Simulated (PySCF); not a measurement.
# Electronic structure of Cr⁺ (chromium, charge +1) at the UHF level

Configuration: [Ar] 3d5, high-spin 6S determinant. Computed with PySCF 2.14 in x2c-SVPall (5s3p3d1f, 36 functions), with the spin-free X2C one-electron Hamiltonian (Gaussian nucleus).

| Property | Result |
| --- | --- |
| Total energy | -1049.255513 hartree |
| One-electron energy | -1441.5934 hartree |
| Hartree (Coulomb) energy | 440.4469 hartree |
| Exchange energy | -48.1089 hartree |
| ⟨S²⟩ | 8.7500 |
| ⟨L²⟩ | 0.000 |
| Sum of ⟨r⟩ | 16.59 bohr |
| Sum of ⟨r²⟩ | 21.05 bohr² |
| Langevin diamagnetic susceptibility | -16.7 ×10⁻⁶ cm³/mol |
| Time after the integrals | 0.06 s of wall time on 1 thread of Neoverse-V2 (shared host) |

```csv
shell,electrons,mean orbital energy (hartree),"rms radius, mean of both spins (bohr)"
1s α,1,-222.22517,0.0734
1s β,1,-222.22433,0.0734
2s α,1,-26.82880,0.316
2s β,1,-26.73009,0.316
2p α,3,-22.47337,0.287
2p β,3,-22.37391,0.287
3s α,1,-3.77370,0.971
3s β,1,-3.43107,0.971
3p α,3,-2.54121,1.05
3p β,3,-2.11881,1.05
3d α,5,-0.63650,1.54
```

Densities and radii are taken from the X2C orbitals without a picture-change correction, which distorts them close to the nucleus.
